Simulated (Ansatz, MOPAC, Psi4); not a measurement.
System: C5H11O, net charge 0, doublet state. SMILES: CC[CH][C@H](C)O
Geometry from a B3LYP-D3(BJ)/def2-TZVP (Ansatz, a quantum-chemistry and plane-wave program) optimisation:
```xyz
17

C     -2.2749    -0.5174    -1.0348
C     -1.6499     0.2154     0.1652
C     -0.3488    -0.3578     0.5989
C      0.9318     0.3768     0.4436
C      1.3561     0.5254    -1.0247
O      1.9280    -0.3247     1.1907
H     -2.4311    -1.5727    -0.8041
H     -3.2412    -0.0818    -1.2984
H     -1.6245    -0.4621    -1.9093
H     -2.3667     0.1797     0.9959
H     -1.5273     1.2744    -0.0822
H     -0.2982    -1.3776     0.9602
H      0.8093     1.3924     0.8581
H      2.2837     1.1009    -1.1007
H      0.5917     1.0515    -1.5990
H      1.5136    -0.4583    -1.4686
H      2.7796     0.0966     1.0332
```
Charge 0, spin multiplicity 2.

Wanted: enthalpy of formation at 298 K, in kcal/mol. Conventions: six Cartesian d functions in 6-31G* and its kin unless marked 5d; non-relativistic; no dispersion term unless named; spin-orbit terms left out; 6-311+G** with 5d; frozen cores in correlated levels; open shells spin-unrestricted. Basis-set limits of correlation are two-point, X^-3; Hartree-Fock from the larger set. [CCSD(T)-MP2]/basis is that difference in the basis named. Ab initio and DFT rows: single points at B3LYP-D3(BJ) geometries (Ansatz), with unscaled harmonic terms from B3LYP/6-31G* (Ansatz) at its own minima, enthalpies of formation by atomisation with measured atoms. Semi-empirical rows: MOPAC heats of formation at their own minima for 298 K.

Coupled cluster (Ansatz) is a level with limits of its own, used here on species with T1 under 0.025 (0.045 for open shells) and stable references: RI-MP2/CBS(cc-pVTZ,cc-pVQZ)+[CCSD(T)-MP2]/cc-pVTZ.

Value to compare with, RI-MP2/CBS(cc-pVTZ,cc-pVQZ)+[CCSD(T)-MP2]/cc-pVTZ (Ansatz): -24.8 kcal/mol.

```tsv
level	program	enthalpy of formation at 298 K (kcal/mol)	difference
PM3	MOPAC	-47.1	-22.3
BLYP/6-31G*	Ansatz	-6.0	18.8
B3LYP/STO-3G	Ansatz	-285.0	-260.2
wB97X-D/6-311+G**	Psi4	-16.5	8.3
MP2/6-31G*	Ansatz	98.1	122.9
MP2/6-311+G**	Ansatz	44.2	69.0
PBE/def2-TZVPD	Ansatz	-50.4	-25.6
B3LYP/def2-TZVPD	Ansatz	-13.3	11.5
```

Among the 6 habitual levels, B3LYP/STO-3G lies farthest from RI-MP2/CBS(cc-pVTZ,cc-pVQZ)+[CCSD(T)-MP2]/cc-pVTZ (Ansatz) (-260.2 kcal/mol) and wB97X-D/6-311+G** nearest (8.3); 4 of 6 lie above it, and their mean absolute difference is 83.6 kcal/mol, the median 45.6. One case shows no general order.

The levels are drawn from those run, B3LYP/6-31G* more often than the rest, none by its result; left out are runs that failed, that the program found above a lower state of the same kind, or whose <S^2> lies over 0.5 above the pure value.
